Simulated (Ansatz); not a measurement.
Reaction (cleavage of the B–Ge bond): `C[B](C)[GeH3]` + `O[SiH3]` → `CB(C)O[SiH3]` + GeH₄

Computed with Ansatz on PBE0-D4/def2-TZVP structures; ΔE is electronic, products minus reactants. CBS: MP2 limit from def2 TZ/QZ plus the TZ coupled-cluster correction, frozen cores. DFT in def2-TZVPP. For Ge outer-core shells are correlated without core-valence functions, which leaves a few kJ/mol of doubt a bond. Scalar relativity is left out up to krypton. One conformer a species, not always the lowest.

```
             level  ΔE (kJ/mol)  difference from CCSD(T)/CBS
            PBE-D4       -138.2                          6.7
         revPBE-D4       -138.7                          6.2
         r2SCAN-D4       -148.5                         -3.6
            B97M-V       -156.4                        -11.5
        r2SCANh-D4       -149.2                         -4.3
          BHLYP-D4       -158.7                        -13.8
           ωB97M-V       -152.1                         -7.2
             BHLYP       -158.4                        -13.5
         CAM-B3LYP       -157.4                        -12.5
           LC-ωPBE       -147.2                         -2.3
     CCSD/def2-SVP       -175.2                        -30.3
  CCSD(T)/def2-SVP       -175.5                        -30.6
     HF/def2-TZVPP       -166.2                        -21.3
SCS-MP2/def2-TZVPP       -152.0                         -7.1
    MP2/def2-QZVPP       -147.2                         -2.3
     MP2/CBS(def2)       -144.6                          0.3
       CCSD(T)/CBS       -144.9                            0
```

Largest T1 diagnostic among the species: 0.012.

At CCSD(T), def2-SVP lies −30.6 kJ/mol from the extrapolated value and def2-TZVPP −4.4 kJ/mol. From PBE to PBE0 (25 % exact exchange), in def2-TZVPP and without D4, ΔE moves by −4.7 kJ/mol.
